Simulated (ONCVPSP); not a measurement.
## Which setting gave this result? (tin, ONCV)

Base potential:

tin (Sn), optimised norm-conserving Vanderbilt (ONCV), made with ONCVPSP 4.0.1 (PBE, fully relativistic). Core [Ar] 3d10, reference 4s2 4p6 4d10 5s2 5p2. Waves: 4s+5s: rc 1.55 bohr, ncon 3, nbas 6, qcut 7 1/bohr, 2 projectors; 4p+5p: rc 1.60 bohr, ncon 4, nbas 8, qcut 11 1/bohr, 2 projectors; 4d: rc 1.50 bohr, ncon 3, nbas 8, qcut 12.4 1/bohr, 2 projectors, debl 3.1 Ha. Local part: polynomial inside 1.15 bohr (lpopt 5, dvloc0 0 Ha). Core correction: polynomial model core, fcfact 0.7.

Open shells are filled in proportion to 2j + 1.

Cutoffs, loose and tight: the cutoffs (Ha) at which the residual kinetic energy of the hardest occupied pseudo-wave falls to 1 and 0.1 mHa per electron. They do not see the model core or the augmentation charge, which bear on the density cutoff. Test errors are all-electron minus pseudo excitation energies from the reference, over the configurations 4s2 4p6 4d10 5s2 5p1; 4s2 4p6 4d10 5s2 5p0; 4s2 4p6 4d10 5s1 5p0; 4s1 4p6 4d10 5s2 5p2; variants that change the core or the reference have their own tests.

Only the scale of all radii but the core radius (base = 1) is moved (1 further runs of the sweep failed or gave no value and are left out):

```json
{"scale of all radii but the core radius (base = 1)": "0.77", "cutoff, loose": "47 Ha", "cutoff, tight": "94 Ha", "bound ghosts": "none", "largest test error (meV)": "-297", "median size of the test errors": "0.9 meV"}
{"scale of all radii but the core radius (base = 1)": "0.91", "cutoff, loose": "45 Ha", "cutoff, tight": "53 Ha", "bound ghosts": "none", "largest test error (meV)": "-520", "median size of the test errors": "1.4 meV"}
{"scale of all radii but the core radius (base = 1)": "1.1", "cutoff, loose": "39 Ha", "cutoff, tight": "46 Ha", "bound ghosts": "none", "largest test error (meV)": "-740", "median size of the test errors": "2.2 meV"}
{"scale of all radii but the core radius (base = 1)": "1.23", "cutoff, loose": "39 Ha", "cutoff, tight": "46 Ha", "bound ghosts": "none", "largest test error (meV)": "-808", "median size of the test errors": "3.1 meV"}
```

One more run gave cutoff, loose: 42 Ha; cutoff, tight: 50 Ha; bound ghosts: none; largest test error (meV): -653; median size of the test errors: 1.9 meV. Which value of the scale of all radii but the core radius (base = 1) was used?

1.02. The median size of the test errors moves one way along this sweep, from 0.9 meV at 0.77 to 3.1 meV at 1.23, which places the run between 0.91 and 1.1.
